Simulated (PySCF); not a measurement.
Compound: C₅H₃N₃Se.
SMILES with atom numbers: `[H]/[N:9]=[CH:8]/[c:7]1[c:3]([C:2]#[N:1])[cH:4][se:5][n:6]1` (hydrogens: H10 on C4; H11 on C8; H12 on N9)

Computed with PySCF at B3LYP/def2-SVPD, non-relativistic, on one gas-phase PBE0-D3(BJ)/def2-SVP geometry that isn't relaxed in the solvent. The solvent is an IEF-PCM continuum (Bondi radii, 1.10 Å for H, scaled by 1.2). Only the electrostatic response of the medium enters. Spin–orbit coupling is left out although an atom past zinc is present.

Gas phase at B3LYP/def2-SVPD: HOMO -7.57 eV, LUMO -2.51 eV, dipole 4.26 D.

Task: What does the continuum do to the energy, the frontier levels and the dipole at B3LYP/def2-SVPD in chloroform?

Result: 
```json
{"solvent": "chloroform", "ε": "4.711", "E(solvent) − E(gas) (kcal/mol)": "-7.84", "polarisation term (kcal/mol)": "-9.29", "distortion of the solute (kcal/mol)": "1.45", "HOMO (eV)": "-7.45", "LUMO (eV)": "-2.33", "dipole (D)": "5.57"}
```

The first energy column is the sum of the next two and covers electrostatics alone.

Task: Which radius a makes the point-dipole formula ΔE = −[(ε − 1)/(2ε + 1)]·μ²/a³ give the value in chloroform, with the gas-phase dipole?

Result: μ = 1.676 au and |ΔE| = 0.01250 Eh give a = 2.28 Å; the farthest nucleus lies 3.21 Å from the centroid of the nuclei, so such a sphere wouldn't even hold the nuclei. The formula assumes a rigid point dipole at the centre of a sphere.

Task: How does the static polarisability (B3LYP/def2-SVPD, frozen core, with the continuum's full static response) change?

Result: 
```tsv
medium	isotropic (au)	principal values (au)	⟨r²⟩ of the electrons (bohr²)
gas	104.0	58.7, 103.8, 149.5	1631.4
chloroform	134.3	72.6, 131.6, 198.7	1632.7
```

The isotropic value in chloroform is 1.29 times the gas-phase one; no cavity-field correction is applied. ⟨r²⟩ is taken about the centre of nuclear charge.

Time: 68 s; peak memory 1.0 GiB. Hardware: Arm Neoverse N1, one thread, no GPU, shared host. This is the whole response run at B3LYP/def2-SVPD in chloroform, SCF included.

Conformer computed: `[H]/[N:9]=[CH:8]/[c:7]1[c:3]([C:2]#[N:1])[cH:4][se:5][n:6]1`: N6–C7–C8–N9 180°.
